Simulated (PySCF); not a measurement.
C2HF3O2, SMILES O=C(O)C(F)(F)F.

The structure is a stationary point at PBE-D3(BJ)/def2-SVP. The values are those of a single conformer.

Method: PySCF with PBE-D3(BJ)/def2-SVP.

No scaling factor is applied to the harmonic values.

Computed harmonic wavenumbers and intensities:
```
mode  ν (cm⁻¹)  IR (km/mol)  Raman (Å⁴/amu)  depolarisation  moving atoms (share of kinetic energy)
----  --------  -----------  --------------  --------------  --------------------------------------
1           24          1.5             0.8            0.75                          O 67 %, F 32 %
2          229          1.3             0.0               –                          F 53 %, O 40 %
3          230          0.0             1.3            0.75                          F 71 %, O 16 %
4          382          1.8             2.4            0.49                          O 53 %, F 40 %
5          414          0.1             1.3            0.73                   F 58 %, O 32 %, C 9 %
6          494          1.0             0.8            0.75                   F 77 %, C 13 %, H 9 %
7          573          7.5             1.0            0.61                  F 73 %, O 14 %, C 12 %
8          613         81.8             4.0            0.75                          H 73 %, F 16 %
9          652         71.3             2.2            0.61          O 37 %, F 26 %, C 22 %, H 15 %
10         767         42.4             0.3            0.75                  C 68 %, O 13 %, F 12 %
11         781          4.6             7.7            0.06                  F 67 %, O 15 %, C 11 %
12        1126        285.4             1.9            0.45                  O 47 %, C 28 %, H 19 %
13        1169        287.3             1.6            0.75                          C 77 %, F 23 %
14        1183        206.8             3.4            0.62                  C 55 %, H 25 %, F 15 %
15        1241        144.9             0.4            0.54                  C 67 %, F 18 %, H 12 %
16        1388         27.2             1.3            0.66                   C 74 %, H 14 %, O 9 %
17        1846        243.6             7.2            0.23                          C 64 %, O 35 %
18        3620         70.0           118.9            0.29                                  H 94 %
```
